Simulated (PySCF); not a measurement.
CdClBr, SMILES [Cl][Cd][Br]. Coordinates come from a r2SCAN-D4/def2-TZVP optimisation. The def2 effective core potentials stand for the cores of Cd; spin–orbit coupling is left out.

Computed equilibrium geometry at r2SCAN-D4/def2-TZVP (PySCF confirms it by a frequency run) as a Z-matrix, and its point group:
point group C∞v.
```
Cd
Cl 1 2.2681
Br 1 2.3942 2 180.00
```
